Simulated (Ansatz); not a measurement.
System: sum formula SiN3H5F (charge -1, singlet). It need not be the lowest isomer of its formula. Whether it binds its extra electron was not tested at this geometry. 
Coordinates optimised at B3LYP-D3(BJ)/def2-TZVP (Ansatz, an electronic-structure program):
```
Si
N 1 1.6347
H 2 1.0145 1 116.43
F 1 1.6649 2 121.89 3 -78.78
N 1 1.7731 2 117.28 3 39.77
H 5 1.0118 1 112.07 2 52.85
H 5 1.0140 6 108.07 1 -127.34
N 1 1.7749 2 109.22 3 166.46
H 8 1.0125 1 113.31 2 121.26
H 8 1.0126 9 108.01 1 121.04
```
Charge -1, spin multiplicity 1.

Basis-set convergence of Hartree-Fock and CCSD correlation energies (hartree) with Ansatz. Valence correlation only, unless marked. Spin-orbit coupling is left out. Non-relativistic.

| basis | functions | E(HF) | E(corr, CCSD) |
|---|---|---|---|
| aug-cc-pV(D+d)Z | 169 | -554.82266 | -0.90070 |
| aug-cc-pV(T+d)Z | 354 | -554.91015 | -1.07581 |
| aug-cc-pV(Q+d)Z | 639 | -554.93107 | -1.13346 |

Extrapolating the two largest sets (X = 3 and 4) as X^-3: E(corr) = (64·(-1.13346) - 27·(-1.07581))/37 = -1.1755 Eh, an estimate of the basis-set limit. The largest set recovers 96.4 % of it, the smallest 76.6 %.
